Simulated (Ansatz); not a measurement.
Consider the atomization: `C#[C][ZnH]` → 2 C• + 2 H• + Zn (atom).

Gas-phase electronic energies from Ansatz, PBE0-D4/def2-TZVP geometries. CCSD(T)/CBS adds triple-zeta CCSD(T) − MP2 to the extrapolated MP2 energy (def2 sets, frozen cores). This one scheme is used for every species, atoms too. Functionals use def2-TZVPP. B3LYP here is the variant with VWN-RPA as its local correlation; programs differ in this. HSE06 is defined as in plane-wave codes. No spin–orbit coupling; open shells (•) take unrestricted orbitals. Spin–orbit coupling would lower the free atoms: a little for C. Bonds to Zn are less sure, by a few kJ/mol each and by 10 to 20 or more in all where they break to atoms, as the def2 sets lack core-valence functions. Scalar relativity is left out up to krypton.

| level | ΔE (kJ/mol) | difference from CCSD(T)/CBS |
| --- | --- | --- |
| LDA (SPW92) | 1968.6 | 267.3 |
| PBE-D4 | 1755.5 | 54.2 |
| BLYP-D4 | 1695.7 | -5.6 |
| r2SCAN-D4 | 1724.0 | 22.7 |
| B97M-V | 1704.8 | 3.5 |
| PBE0-D4 | 1716.2 | 14.9 |
| B3LYP-D4 | 1692.0 | -9.3 |
| r2SCANh-D4 | 1708.2 | 6.9 |
| r2SCAN0-D4 | 1685.5 | -15.8 |
| HSE06-D4 | 1717.5 | 16.2 |
| BHLYP-D4 | 1633.5 | -67.8 |
| CAM-B3LYP-D4 | 1708.4 | 7.1 |
| ωB97X-V | 1711.7 | 10.4 |
| ωB97M-V | 1714.2 | 12.9 |
| B2PLYP | 1695.9 | -5.4 |
| PBE-QIDH | 1715.1 | 13.8 |
| PBE | 1748.4 | 47.1 |
| revPBE | 1682.7 | -18.6 |
| BLYP | 1679.9 | -21.4 |
| r2SCAN | 1722.4 | 21.1 |
| PBE0 | 1710.3 | 9.0 |
| B3LYP | 1680.5 | -20.8 |
| r2SCANh | 1706.4 | 5.1 |
| r2SCAN0 | 1683.6 | -17.7 |
| HSE06 | 1712.0 | 10.7 |
| CAM-B3LYP | 1702.4 | 1.1 |
| LC-ωPBE | 1731.7 | 30.4 |
| HF/def2-SVP | 1238.2 | -463.1 |
| MP2/def2-SVP | 1683.6 | -17.7 |
| CCSD/def2-SVP | 1598.3 | -103.0 |
| CCSD(T)/def2-SVP | 1626.0 | -75.3 |
| HF/def2-TZVPP | 1221.1 | -480.2 |
| SCS-MP2/def2-TZVPP | 1700.6 | -0.7 |
| CCSD/def2-TZVPP | 1627.9 | -73.4 |
| HF/def2-QZVPP | 1224.0 | -477.3 |
| MP2/def2-QZVPP | 1748.5 | 47.2 |
| SCS-MP2/def2-QZVPP | 1726.1 | 24.8 |
| HF/CBS(def2) | 1224.5 | -476.8 |
| MP2/CBS(def2) | 1762.8 | 61.5 |
| CCSD/CBS(def2) | 1663.7 | -37.6 |
| CCSD(T)/CBS | 1701.3 | 0 |

Largest T1 diagnostic among the species: 0.017.

From BLYP to BHLYP (50 % exact exchange), in def2-TZVPP and without D4, ΔE moves by −55.6 kJ/mol: exact exchange takes away binding that semilocal exchange gives to molecules. Leaving LDA and LC-ωPBE aside and taking each functional with its dispersion term where it has one, the values spread over 122.0 kJ/mol, from BHLYP-D4 to PBE-D4. LDA lies +220.2 kJ/mol from PBE without D4, its usual overbinding. The D4 term adds +11.6 kJ/mol with B3LYP and +5.9 kJ/mol with PBE0; it sums over pairs of atoms, weighted by their polarisabilities, and B3LYP, whose exchange is more repulsive, gets the larger term.

For atomizations the MP2-based limit and the directly extrapolated one differ by several kJ/mol either way, and by 10 to 25 for some Ge, Se and Sn compounds, so smaller differences from it don't rank the levels.
